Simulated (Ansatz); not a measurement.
Ansatz (a program for electronic structure) input (CCSD(T)/STO-3G):

Ansatz 0.2 input:
```yaml
crystal:
  periodic: [false, false, false]
  atoms:
    - {symbol: In, position_ang: [0.00000000, 0.00000000, 0.00000000]}
    - {symbol: H, position_ang: [-0.23650713, 1.71418231, -0.02512236]}
    - {symbol: H, position_ang: [-1.36627960, -1.06155549, 0.03698309]}
    - {symbol: H, position_ang: [1.60278673, -0.65262682, -0.01186073]}
basis:
  gaussian:
    orbitals: STO-3G
magnetization: {spin_polarized: false}
correlation: {method: ccsd_t, electrons: outside_noble_gas}
```

Output:

```
Functional definition: HF
integrals: 0.01 GiB planned
402 factors; integrals over basis functions are off by at most 5.8e-5 eV
0.17 GiB of device memory are held for the factors and their scratch space
mean field: 0.10 GiB planned
mean field evaluation 1: about -154684.9358 eV, gradient 7.8e0 eV
mean field evaluation 2: about -154684.9115 eV, gradient 7.8e0 eV
mean field evaluation 4: about -154685.3209 eV, gradient 1.4e-1 eV
mean field evaluation 8: about -154685.3211 eV, gradient 9.3e-5 eV
mean field -154685.32109930 eV, -5684.5807009229 hartree, gradient 1.1e-6 eV, S^2 0.000000; 0 other end points of the search recorded, 0 dependent functions left out
23 core orbitals not correlated
reference -154685.32109930 eV, -5684.5807009229 hartree; 3, 3 occupied and 4, 4 virtual orbitals, 402 factors
second order -0.86611644 eV of doubles, -0.00000000 eV of singles
coupled cluster: 0.08 GiB planned
cycle   1  -1.15769313 eV  change   -2.9e-1 eV  update   5.0e-2
cycle   2  -1.33230879 eV  change   -1.7e-1 eV  update   1.9e-2
cycle   3  -1.33141565 eV  change    8.9e-4 eV  update   1.2e-3
cycle   4  -1.33149402 eV  change   -7.8e-5 eV  update   3.7e-4
cycle   5  -1.33152720 eV  change   -3.3e-5 eV  update   8.5e-5
cycle   6  -1.33149591 eV  change    3.1e-5 eV  update   2.2e-5
cycle   7  -1.33150630 eV  change   -1.0e-5 eV  update   4.5e-6
cycle   8  -1.33150334 eV  change    3.0e-6 eV  update   4.9e-7
perturbative correction -0.00989728 eV, -0.0003637185 hartree
Total energy: -154686.66249992 eV, -5684.6299964865 hartree
```
